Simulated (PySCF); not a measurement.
Name the molecule from its bond curve

A diatomic of charge +1 contains Hg. Its doublet curve at ωB97X in a double-zeta basis (scalar-relativistic core potentials, PySCF), in eV from the separated fragments:

(R (Å), E (eV)): (1.862, -1.242), (1.948, -1.554), (2.035, -1.725), (2.100, -1.788), (2.165, -1.812), (2.230, -1.805), (2.317, -1.767), (2.425, -1.690), (2.555, -1.577), (2.728, -1.415)

The fit gives ωe = 389 cm⁻¹ and the rotational constant Bₑ = 0.3128 cm⁻¹.

Task: Which atom is the partner?

Result: The minimum lies at 2.181 Å, so the reduced mass is 16.8576 u Å² cm⁻¹/(Bₑ·Re²) = 11.33 u. With Hg at 201.97 u the partner weighs about 12.0 u: C. The molecule is HgC⁺.

Spin–orbit coupling is left out. The state is the lowest determinant that a PBE0 search found; another state may lie lower at other levels.
